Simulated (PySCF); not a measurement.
Molfile (atoms numbered from 1):
```
C7H10AlN
     RDKit          3D

 19 19  0  0  0  0  0  0  0  0999 V2000
    3.3450   -1.0539    0.0245 C   0  0  0  0  0  0  0  0  0  0  0  0
    2.0298   -1.2622    0.1482 C   0  0  0  0  0  0  0  0  0  0  0  0
    0.9691   -0.2613   -0.0011 C   0  0  0  0  0  0  0  0  0  0  0  0
    1.1962    1.0908   -0.2963 C   0  0  0  0  0  0  0  0  0  0  0  0
    0.1215    1.9621   -0.4193 C   0  0  0  0  0  0  0  0  0  0  0  0
   -1.1671    1.4721   -0.2463 C   0  0  0  0  0  0  0  0  0  0  0  0
   -1.3936    0.1846    0.0363 N   0  0  0  0  0  0  0  0  0  0  0  0
   -3.3234   -0.4729    0.3017 Al  0  0  0  0  0  4  0  0  0  0  0  0
   -0.3643   -0.6575    0.1551 C   0  0  0  0  0  0  0  0  0  0  0  0
    4.0535   -1.8741    0.1568 H   0  0  0  0  0  0  0  0  0  0  0  0
    3.7693   -0.0739   -0.2108 H   0  0  0  0  0  0  0  0  0  0  0  0
    1.6783   -2.2723    0.3838 H   0  0  0  0  0  0  0  0  0  0  0  0
    2.2145    1.4620   -0.4299 H   0  0  0  0  0  0  0  0  0  0  0  0
    0.2749    3.0175   -0.6494 H   0  0  0  0  0  0  0  0  0  0  0  0
   -2.0482    2.1132   -0.3341 H   0  0  0  0  0  0  0  0  0  0  0  0
   -3.0167   -2.0356    0.5392 H   0  0  0  0  0  0  0  0  0  0  0  0
   -3.9788   -0.0384   -1.1013 H   0  0  0  0  0  0  0  0  0  0  0  0
   -3.7640    0.4017    1.5775 H   0  0  0  0  0  0  0  0  0  0  0  0
   -0.6261   -1.6945    0.3859 H   0  0  0  0  0  0  0  0  0  0  0  0
  1  2  2  0
  2  3  1  0
  3  4  1  0
  4  5  2  0
  5  6  1  0
  6  7  2  0
  7  8  1  0
  7  9  1  0
  9  3  2  0
  1 10  1  0
  1 11  1  0
  2 12  1  0
  4 13  1  0
  5 14  1  0
  6 15  1  0
  8 16  1  0
  8 17  1  0
  8 18  1  0
  9 19  1  0
M  CHG  2   7   1   8  -1
M  END
```

Geometry: PBE0-D3(BJ)/def2-SVP; GIAO shifts from PySCF 2.14.0 with density-fitted response routines, gas phase, non-relativistic, averaged over equivalent atoms.

At PBE0/pcSseg-1 (210 basis functions, 83 s wall time on 1 thread of an Arm Neoverse N1, shared host):
```csv
atoms,δ (ppm)
C9,155.6
C6,153.9
C2,139.4
C4,138.4
C3,138.2
C5,129.4
C1,125.5
N7,293.5
Al8,74.6
H19,8.85
H15,8.66
H13,8.32
H14,7.53
H12,6.77
H11,6.47
H10,5.97
H16/H17/H18,4.45
```

Shifts are taken against calculated references (same method and geometry level): ¹³C (184.41 ppm), ¹H (31.27 ppm) vs TMS; ¹⁵N (265.67 ppm) against NH3; ²⁷Al (489.28 ppm) against AlH4-.

**Question.** Estimate the result of repeating the calculation with HF/pcSseg-1.

**Answer.** 
| atoms | δ at HF/pcSseg-1 | change |
| --- | --- | --- |
| C9 | 161.4 | +5.8 |
| C6 | 160.2 | +6.3 |
| C2 | 138.1 | -1.3 |
| C4 | 147.9 | +9.5 |
| C3 | 135.6 | -2.6 |
| C5 | 126.7 | -2.7 |
| C1 | 123.8 | -1.7 |
| N7 | 289.6 | -3.9 |
| Al8 | 55.0 | -19.6 |
| H19 | 9.10 | +0.25 |
| H15 | 8.93 | +0.27 |
| H13 | 8.82 | +0.50 |
| H14 | 7.53 | +0.00 |
| H12 | 6.75 | -0.02 |
| H11 | 6.42 | -0.05 |
| H10 | 5.91 | -0.06 |
| H16/H17/H18 | 4.12 | -0.33 |

Scale: ¹³C (190.85 ppm), ¹H (31.69 ppm) vs TMS; ¹⁵N (265.72 ppm) vs NH3; ²⁷Al (516.24 ppm) vs AlH4- (reference shieldings calculated alike).

The largest change is at Al8 (aluminium bonded to N, 3 H). Cost: 210 basis functions, 37 s wall time on 1 thread of an Arm Neoverse N1, shared host. The order of the carbon signals changes between the two levels.

Experimental scales use liquid or dissolved standards, which lie at an offset from isolated NH3 (liquid NH3: subtract about 20 ppm). Unscaled 15N shifts of sp2 nitrogen come out 20 to 40 ppm too high even then.
